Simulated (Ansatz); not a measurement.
System: C₂H₄Si, charge 0, singlet. C2H4Si (ethynylsilane, SMILES [SiH3]C#C).
B3LYP-D3(BJ)/def2-TZVP minimum from Ansatz (an electronic-structure program):
```xyz
7

Si    -0.9406    -0.0969    -0.4761
C      0.6810     0.0702     0.3447
C      1.7520     0.1806     0.8869
H     -1.0532     0.9143    -1.5489
H     -1.0582    -1.4514    -1.0572
H     -2.0161     0.1117     0.5168
H      2.6972     0.2780     1.3653
```
Charge 0, spin multiplicity 1.

Property: atomisation energy (electronic, to ground-state atoms), in kJ/mol. Radicals and triplets start from unrestricted determinants; spin-orbit coupling is neglected. CBS(X,Y): correlation extrapolated as X^-3, Hartree-Fock from the larger set (Q,5: extrapolated as (X+1)exp(-9√X)). A bracket is a step between two methods taken in the basis named. Functionals run without relativity, which enters their misses. 'core' is core correlation in cc-pwCVTZ (1s frozen past Ne), 'X2C' scalar relativity in cc-pVTZ-DK, both at CCSD(T). For partners of very few electrons the exact lower level stands in for a higher one.

CCSD(T)/CBS(cc-pV(Q+d)Z,cc-pV(5+d)Z) + [CCSDT(Q) - CCSD(T)]/cc-pV(D+d)Z + core + X2C (Ansatz) gives 2610.0 kJ/mol.

### Question
How far off this value is PBE/def2-TZVPD (Ansatz), in which direction, and which of these levels come nearer: r2SCAN/def2-TZVPD, PBE0/def2-TZVPD, wB97M-V/def2-TZVPD, CCSD(T)/CBS(cc-pV(Q+d)Z,cc-pV(5+d)Z) + core + X2C?

### Answer
PBE gives 2622.3 kJ/mol, 12.3 kJ/mol above it. Differences of the others: r2SCAN/def2-TZVPD (Ansatz) -12.5; PBE0/def2-TZVPD (Ansatz) -25.6; wB97M-V/def2-TZVPD (Ansatz) -4.7; CCSD(T)/CBS(cc-pV(Q+d)Z,cc-pV(5+d)Z) + core + X2C (Ansatz) -2.4 kJ/mol. Nearer than PBE: wB97M-V/def2-TZVPD, CCSD(T)/CBS(cc-pV(Q+d)Z,cc-pV(5+d)Z) + core + X2C.
